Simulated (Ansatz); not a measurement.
Ansatz results at the PBE0-D4/def2-TZVP geometry: LUMO energy (PBE0/def2-TZVPP) 0.03 eV; HOMO energy (ωB97M-V/def2-TZVPP) -10.94 eV; HOMO energy (PBE0/def2-TZVPP) -8.62 eV.

Each molecule was computed in one conformer, which needn't be the lowest.

**Question.** Which molecule gave them?
A. `FC(F)O[SiH3]`
B. `[F][Al]1[CH2]O[SiH2]1`
C. `[OH][GeH2][O][SiH3]`
D. `N[C]1=[C]([AlH2])[AlH]1`

**Answer.** C. The others give `N[C]1=[C]([AlH2])[AlH]1`: -1.41, -8.04, -5.96; `FC(F)O[SiH3]`: 0.13, -11.69, -9.37; `[F][Al]1[CH2]O[SiH2]1`: -1.60, -9.30, -7.29.
